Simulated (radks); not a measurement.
Q: The technetium ion Tc7+ is in [Kr]. Calculated with a radial shooting solver on a logarithmic mesh with Libxc functionals: non-relativistic Kohn-Sham, PBE, spin-polarised, spherical densities, point nucleus. Open shells are filled with parallel spins first. One electron is removed from 3d, 4p, 3p, 4s in turn, with full relaxation. Which removal costs least, and what does each cost?

A: 4p 151.07 eV; 4s 177.97 eV; 3d 382.75 eV; 3p 537.04 eV. The 4p electron leaves first.
